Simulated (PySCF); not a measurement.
**C₆ coefficients of unlike pairs at PBE0**

Calculated with PySCF 2.14 from the dipole response of each species, C₆(A,B) = (3/π) ∫ α_A(iu) α_B(iu) du, in atomic units, from isotropic polarisabilities. For ions this is the dispersion term alone; charge-induced terms of lower order in 1/R come first.

```json
{"species": "Kr⁺", "configuration": "[Ar] 3d10 4s2 4p5 (2P)", "basis": "aug-cc-pVQZ-PP with ECP10MDF (7s6p5d3f2g)", "relativity": "core potential", "α (bohr³)": "10.85", "C₆ (like pair)": "66.55"}
{"species": "Ca²⁺", "configuration": "[Ar] (1S)", "basis": "aug-cc-pwCVQZ-X2C (11s10p8d6f3g)", "relativity": "spin-free X2C", "α (bohr³)": "3.289", "C₆ (like pair)": "10.87"}
{"species": "F⁺", "configuration": "[He] 2s2 2p4 (3P)", "basis": "def2-QZVPPD (8s5p4d2f1g)", "relativity": "none", "α (bohr³)": "1.815", "C₆ (like pair)": "3.358"}
{"species": "Kr²⁺", "configuration": "[Ar] 3d10 4s2 4p4 (3P)", "basis": "x2c-QZVPPall with one added diffuse shell each of s, p, d, f type (12s9p6d5f1g)", "relativity": "spin-free X2C", "α (bohr³)": "7.424", "C₆ (like pair)": "36.78"}
```

(1) Estimate C₆ for Kr²⁺ with Ca²⁺.

No spin-orbit coupling is included.

The other pairs:

```csv
pair,C₆
"F⁺, Ca²⁺",6.032
"F⁺, Kr⁺",14.29
"Ca²⁺, Kr⁺",25.95
"Kr²⁺, Kr⁺",49.29
"Kr²⁺, F⁺",10.85
```

Results:

(1) The integral gives 19.66. The combination rule 2 C_A C_B / (C_A α_B/α_A + C_B α_A/α_B) gives 19.58 and the geometric mean 19.99.
